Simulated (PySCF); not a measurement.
C2H5F3Si, SMILES C[SiH2]C(F)(F)F.

Geometry optimised at B3LYP-D3(BJ)/def2-SVP.

The numbers are results of HF/def2-TZVP (PySCF), not measurements.

Symmetry labels are those of the subgroup Cs that the program uses (full group Cs).

Question: List the valence orbital energies around the gap with their symmetry. (An estimate is asked for; the answer gives what the named calculation found.)

Answer: 
```csv
orbital,symmetry,energy (eV)
HOMO−7,A',-17.82
HOMO−6,A",-17.82
HOMO−5,A",-17.41
HOMO−4,A",-15.81
HOMO−3,A',-15.73
HOMO−2,A",-13.51
HOMO−1,A',-13.32
HOMO,A',-13.02
LUMO,A',3.02
LUMO+1,A',3.65
LUMO+2,A',4.60
LUMO+3,A",4.92
```
